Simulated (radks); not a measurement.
Spherical quantum dot in the effective-mass picture: electrons in a parabolic well V = omega^2 r^2 / 2 with omega = 0.0564, all in effective atomic units (hartree* = m*/eps^2 hartree, bohr* = eps/m* bohr), one dielectric constant everywhere. Calculated with a radial shooting solver with Libxc functionals: non-relativistic Kohn-Sham, LDA (Slater exchange, Perdew-Wang correlation), spin-polarised, spherical densities. Levels are named by radial order and angular momentum (1s, 1p, 1d, 2s, ...), and open shells are averaged over m. Results are scaled to m* = 0.215 and eps = 9.3, for which hartree* = 67.64 meV and bohr* = 2.289 nm. Each electron was tried in the lowest free levels, single moves between levels near the top were tried too, and the lowest total energy was kept; such a search can miss a lower state. At N = 1 the Hartree and exchange-correlation terms need not cancel, so that row can carry a self-interaction error.

| N | open shells | 2S | E (meV) | mu = E(N) - E(N-1) (meV) | addition energy mu(N+1) - mu(N) (meV) | rms radius (nm) |
|---|---|---|---|---|---|---|
| 1 | 1s(up 1, down 0) | 1 | 5.79921 | 5.7992 | 9.543 | 12.04 |
| 2 | none | 0 | 21.1415 | 15.342 | 9.128 | 14.59 |
| 3 | 1p(up 1, down 0) | 1 | 45.6115 | 24.470 | 5.996 | 17.07 |
| 4 | 1p(up 2, down 0) | 2 | 76.0781 | 30.467 | 5.763 | 18.78 |
| 5 | 1p(up 3, down 0) | 3 | 112.308 | 36.230 | 6.354 | 20.18 |
| 6 | 1p(up 3, down 1) | 2 | 154.892 | 42.584 | 5.035 | 21.47 |
| 7 | 1p(up 3, down 2) | 1 | 202.511 | 47.619 | 4.905 | 22.59 |
| 8 | none | 0 | 255.035 | 52.524 | 6.145 | 23.60 |
| 9 | 1d(up 1, down 0) | 1 | 313.704 | 58.669 | 4.457 | 24.62 |
| 10 | 1d(up 2, down 0) | 2 | 376.830 | 63.126 | 4.359 | 25.55 |
| 11 | 1d(up 3, down 0) | 3 | 444.316 | 67.486 | 4.264 | 26.39 |
| 12 | 1d(up 4, down 0) | 4 | 516.066 | 71.750 | 4.173 | 27.18 |
| 13 | 1d(up 5, down 0) | 5 | 591.988 | 75.923 | 4.731 | 27.92 |
| 14 | 1d(up 5, down 1) | 4 | 672.642 | 80.653 | 3.925 | 28.64 |
| 15 | 1d(up 5, down 2) | 3 | 757.220 | 84.579 | 3.865 | 29.32 |
| 16 | 1d(up 5, down 3) | 2 | 845.665 | 88.444 | 3.805 | 29.96 |
| 17 | 1d(up 5, down 4) | 1 | 937.914 | 92.249 | 3.746 | 30.58 |
| 18 | none | 0 | 1033.91 | 95.996 | 4.085 | 31.17 |
| 19 | 2s(up 1, down 0) | 1 | 1133.99 | 100.08 | 4.192 | 31.75 |
| 20 | none | 0 | 1238.26 | 104.27 | 3.601 | 32.31 |
| 21 | 1f(up 1, down 0) | 1 | 1346.14 | 107.87 | 3.476 | 32.86 |
| 22 | 1f(up 2, down 0) | 2 | 1457.49 | 111.35 | 3.434 | 33.39 |
| 23 | 1f(up 3, down 0) | 3 | 1572.27 | 114.78 | 3.394 | 33.90 |
| 24 | 1f(up 4, down 0) | 4 | 1690.45 | 118.18 | - | 34.39 |

All shells are closed at N = 2, 8, 18, 20 (there: 1s2 1p6 1d10 2s2); the second difference of the energy has clear peaks (12 % above both neighbours; the first and last values, which can be the largest, are not judged, and half-filled shells can peak too) at N = 8, 13.
